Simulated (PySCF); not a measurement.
A compound of formula C31H17B has these computed shifts in ppm, with the number of atoms in brackets (GIAO KT3/pcSseg-1, gas phase, PySCF SCF with an in-house response code, fitting set def2-universal-JFIT, grid level 2, non-relativistic, geometry: GFN2-xTB; 11B against isolated BF3·OEt2; 13C, 1H against isolated TMS).

1H: 8.23 (1), 8.06 (1), 7.85 (1), 7.66 (1), 7.64 (1), 7.59 (1), 7.53 (1), 7.50 (1), 7.49 (1), 7.41 (1), 7.34 (1), 7.26 (1), 7.24 (1), 5.54 (1), 1.03 (3)
13C: 159.8 (1), 145.7 (1), 132.5 (1), 127.1 (1), 126.4 (1), 125.5 (1), 124.7 (1), 124.6 (1), 124.4 (1), 123.8 (1), 123.3 (1), 122.9 (1), 122.5 (1), 122.4 (1), 122.0 (1), 122.0 (1), 121.9 (1), 121.3 (1), 120.9 (1), 120.8 (1), 120.7 (1), 120.3 (1), 119.4 (1), 118.8 (1), 118.1 (1), 118.1 (1), 117.6 (1), 114.5 (1), 114.0 (1), 113.6 (1), 5.4 (1)
11B: 65.7 (1)

Which structure gave them?

CB1C=c2c3cccc4ccc5cc6c7cccc8cccc(c9cc1c2c(c96)c5c43)c87. Other isomers were not compared.
